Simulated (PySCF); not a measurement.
Ru: ionisation energy

Ru [Kr] 4d7 5s1 (5F) → Ru⁺ [Kr] 4d7 (4F), as a difference of total energies. Calculation: PySCF 2.14, in x2c-TZVPPall with one added diffuse shell each of s, p, d, f type (9s7p7d3f1g, 95 functions); the spin-free X2C one-electron Hamiltonian (Gaussian nucleus). Correlated levels: valence: [Kr] frozen. The calculations carry no spin-orbit coupling.

```tsv
method	ionisation energy (eV)
UHF	6.297
MP2 (valence)	7.147
SCS-MP2 (valence)	6.886
CCSD (valence)	7.098
CCSD(T) (valence)	7.171
```

**Question.** How much does correlation contribute at CCSD(T) (valence)?

**Answer.** 7.171 − (6.297) = 0.874 eV, measured against UHF.

Errors of the correlated levels include the incompleteness of this basis and the frozen core.

For comparison: 7.365 eV (measured; NIST levels, between the centres of gravity of the two terms).
